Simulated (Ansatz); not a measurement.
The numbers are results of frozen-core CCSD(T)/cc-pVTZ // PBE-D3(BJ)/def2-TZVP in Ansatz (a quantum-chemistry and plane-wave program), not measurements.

Ansatz 0.2 input:
```yaml
crystal:
  periodic: [false, false, false]
  atoms:
    - { symbol: B, position_ang: [2.147492, -0.051262, -0.025487] }
    - { symbol: C, position_ang: [0.696893, -0.050164, -0.507656] }
    - { symbol: C, position_ang: [-0.333283, 0.031933, 0.370632] }
    - { symbol: C, position_ang: [-1.78306, 0.043522, 0.033358] }
    - { symbol: H, position_ang: [2.368186, 0.021629, 1.157903] }
    - { symbol: H, position_ang: [3.073317, -0.122415, -0.791285] }
    - { symbol: H, position_ang: [0.438533, -0.114712, -1.573121] }
    - { symbol: H, position_ang: [-0.087506, 0.096839, 1.438566] }
    - { symbol: H, position_ang: [-1.956656, -0.024214, -1.048632] }
    - { symbol: H, position_ang: [-2.261357, 0.961423, 0.414637] }
    - { symbol: H, position_ang: [-2.302563, -0.79258, 0.531084] }
basis:
  gaussian: { orbitals: cc-pVTZ }
correlation:
  method: ccsd_t
```

Output:

```
Functional definition: HF
1227 factors; integrals over basis functions are off by at most 1.1e-3 eV
mean field evaluation 1: about -3871.5580 eV, gradient 3.0e1 eV
mean field evaluation 2: about -3871.5586 eV, gradient 3.0e1 eV
mean field evaluation 4: about -3874.3401 eV, gradient 3.3e0 eV
mean field evaluation 8: about -3874.3814 eV, gradient 2.9e-4 eV
mean field evaluation 16: about -3874.3829 eV, gradient 1.8e-1 eV
mean field -3874.38139767 eV, -142.3808902145 hartree, gradient 2.3e-6 eV, S^2 0.000000; 0 other end points of the search recorded, 0 dependent functions left out
4 core orbitals not correlated
reference -3874.38139767 eV, -142.3808902145 hartree; 11, 11 occupied and 203, 203 virtual orbitals, 1227 factors
second order -16.38720957 eV of doubles, -0.00000000 eV of singles
cycle   1  -17.04513132 eV  change   -6.6e-1 eV  update   8.7e-2
cycle   2  -17.49862365 eV  change   -4.5e-1 eV  update   2.6e-2
cycle   3  -17.57870178 eV  change   -8.0e-2 eV  update   1.1e-2
cycle   4  -17.57477167 eV  change    3.9e-3 eV  update   2.9e-3
cycle   5  -17.57511849 eV  change   -3.5e-4 eV  update   1.2e-3
cycle   6  -17.57518038 eV  change   -6.2e-5 eV  update   4.0e-4
cycle   7  -17.57516571 eV  change    1.5e-5 eV  update   1.6e-4
cycle   8  -17.57521047 eV  change   -4.5e-5 eV  update   7.4e-5
cycle   9  -17.57522329 eV  change   -1.3e-5 eV  update   2.2e-5
perturbative correction -0.74563442 eV, -0.0274015594 hartree
Total energy: -3892.70225538 eV, -143.0541693170 hartree
```

Cost: about 100 core-seconds (a rough figure).
